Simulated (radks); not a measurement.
Values are calculated unless marked as measured or tabulated.
Question: These are the eigenvalues of the occupied orbitals of an atom or ion with whole-number occupations (hartree). Level of theory: Dirac Kohn-Sham, BLYP, spin-unpolarised, spherical densities, finite nucleus; Fermi nuclear charge, rms radius of each element as measured or else 0.836 A^(1/3) + 0.57 fm (a radial shooting solver on a logarithmic mesh with Libxc functionals).

| orbital | eigenvalue |
|---|---|
| 1s1/2 | -1163.244 |
| 2s1/2 | -179.6887 |
| 2p1/2 | -168.4791 |
| 2p3/2 | -158.3864 |
| 3s1/2 | -37.03116 |
| 3p1/2 | -32.41971 |
| 3p3/2 | -30.53889 |
| 3d3/2 | -22.39698 |
| 3d5/2 | -22.00357 |
| 4s1/2 | -7.61525 |
| 4p1/2 | -6.02842 |
| 4p3/2 | -5.66907 |
| 4d3/2 | -3.13119 |
| 4d5/2 | -3.07623 |
| 5s1/2 | -1.95983 |

Which element is it, and in what charge state? The configuration may be excited. Open shells, if any, fill j = l - 1/2 first.

Answer: Z = 52, tellurium, charge +4: Te4+ in [Kr] 4d10 5s2. The list shows which subshells hold electrons but not how many an open one holds; the 1s level, -1163.2 hartree, gives Z - s = 48.2 by -(Z - s)^2/2, which with screening and relativity narrows Z to a few neighbours, and the depths of the outer levels then fix element, charge and occupations together.
